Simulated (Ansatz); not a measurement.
Isolated molecules relaxed with PBE0-D4/def2-TZVP in Ansatz; ΔE leaves out vibrations. CCSD(T)/CBS is the MP2 limit (def2-TZVPP, def2-QZVPP) plus CCSD(T) − MP2 in def2-TZVPP, frozen cores. This one scheme is used for every species. Functionals use def2-TZVPP. Elements past krypton have def2 core potentials. For I, Sn outer-core shells are correlated without core-valence functions, which leaves a few kJ/mol of doubt a bond. One conformer a species, not always the lowest.

`OB[O][SnH3]` + HI → `[SnH3][I]` + `OBO`  (ligand exchange at the Sn–O bond)

Q: Is it downhill or uphill in electronic energy at CCSD(T)/CBS, and by how much? (An estimate is asked.)

A: Computed: Downhill: ΔE = -20.2 kcal/mol.

Q: What do these levels give: ωB97M-V, PBE0, CCSD/def2-TZVPP, MP2/def2-QZVPP, SCS-MP2/def2-QZVPP, CCSD/CBS(def2)? (Estimate.)

A: The calculation gave: ωB97M-V -19.9, PBE0 -22.5, CCSD/def2-TZVPP -18.2, MP2/def2-QZVPP -21.0, SCS-MP2/def2-QZVPP -19.7, CCSD/CBS(def2) -20.7 kcal/mol.

Largest T1 diagnostic among the species: 0.014.

In def2-TZVPP, CCSD(T) changes the Hartree–Fock value by +4.7 kcal/mol (the triples alone add +0.6 kcal/mol) and MP2 by +2.7 kcal/mol. From PBE to PBE0 (25 % exact exchange), in def2-TZVPP and without D4, ΔE moves by −1.5 kcal/mol.
